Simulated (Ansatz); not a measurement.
Frontier orbitals of C2H11BO2Si.

```xyz
17

C     1.6196    0.1847   -1.1167
B     0.9649   -0.6372    0.0470
C     0.3791   -2.0830   -0.1722
O     0.9686   -0.0627    1.2889
O    -1.6607    0.6292   -0.3660
Si   -1.6061    1.8808    0.7145
H     2.1485    1.0733   -0.7671
H     2.3087   -0.4271   -1.7071
H     0.8324    0.5079   -1.8068
H    -0.1709   -2.1523   -1.1143
H    -0.2763   -2.4284    0.6337
H     1.2047   -2.8011   -0.2491
H     0.5446   -0.6124    1.9527
H    -2.4784    0.1339   -0.4223
H    -2.7963    2.7602    0.5365
H    -1.6121    1.3966    2.1213
H    -0.3705    2.6376    0.4270
```

The species carries charge 0 and has multiplicity 1. The bonds changed during the relaxation, so this is another structure than the one it started from. The structure was optimised at the PBE0-D4/def2-TZVP level. It is one conformer, not always the lowest. Basis def2-TZVPP, the Gaussian-basis code of Ansatz.

```tsv
functional	HOMO (eV)	LUMO (eV)	gap (eV)
PBE	-6.81	-0.90	5.91
PBE0	-8.24	-0.04	8.20
r2SCAN0	-8.44	0.28	8.72
CAM-B3LYP	-9.70	0.82	10.52
ωB97M-V	-10.58	1.49	12.07
```

Against PBE, PBE0 changes HOMO and LUMO by −1.44 and +0.86 eV, ωB97M-V by −3.78 and +2.39 eV. A gap of 5.91 eV thus becomes 12.07 eV for the same molecule, so an orbital gap means little without its functional. A positive LUMO is unbound and depends on the basis.
